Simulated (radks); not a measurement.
Values are calculated unless marked as measured or tabulated.
Task: Level of theory: scalar-relativistic Kohn-Sham, LDA (Slater exchange, Perdew-Wang correlation), spin-unpolarised, spherical densities, point nucleus (a radial shooting solver on a logarithmic mesh with Libxc functionals). Each species is in its NIST ground configuration. Rank Fe4+, Zn4+, Cr4+, Co4+, Ti4+, Mn4+, V4+, Cu4+, Ni4+, Sc4+ by Delta-SCF ionisation energy (eV), largest first.

Result: Ti4+ 99.763, Sc4+ 93.231, Zn4+ 85.995, Cu4+ 83.261, Ni4+ 80.472, Co4+ 77.624, Fe4+ 74.711, Mn4+ 71.727, Cr4+ 68.663, V4+ 65.508.
